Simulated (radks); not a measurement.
Values are calculated unless marked as measured or tabulated.
How relativity changes the ionisation of the cobalt ion Co+ ([Ar] 3d8) to Co2+ ([Ar] 3d7). Spin-unpolarised spherical Kohn-Sham, BLYP, point nucleus unless stated (finite: rms radius 3.7875 fm), a radial shooting solver on a logarithmic mesh with Libxc functionals. A level marked "c x" has the speed of light scaled by that factor and shares open shells by 2j + 1; other Dirac levels either fill j = l - 1/2 first or share by 2j + 1.

level,E(Co+) (hartree),E(Co2+) (hartree),IE (eV),HOMO,<r> HOMO (bohr)
non-rel.,-1382.50111,-1381.78394,19.515,3d,1.137
scalar-rel.,-1393.23950,-1392.52706,19.387,3d,1.143
"scalar-rel., finite nucleus",-1393.23446,-1392.52201,19.387,3d,1.143
"Dirac, 2j+1 shares",-1393.27253,-1392.56008,19.387,3d5/2,1.147
"Dirac, low j first",-1393.27773,-1392.56883,19.290,3d5/2,1.148
"Dirac, 2j+1 shares, finite nucleus",-1393.26749,-1392.55504,19.387,3d5/2,1.147
"Dirac, c x 1.5",-1387.23755,-1386.52250,19.457,3d5/2,1.141
"Dirac, c x 2",-1385.15552,-1384.43955,19.483,3d5/2,1.139
"Dirac, c x 100",-1382.50217,-1381.78500,19.515,3d5/2,1.137

NIST Atomic Spectra Database: 17.084 eV (measured). The relativistic part of the total energy of Co+ is -10.77 hartree (Dirac, 2j+1 shares, finite nucleus), 0.78 % of the non-relativistic value. Spin polarisation and multiplet splitting of open shells are left out at every level.

Beside tabulated values, note that spin-unpolarised runs miss the spin-polarisation part of the exchange energy of open shells.
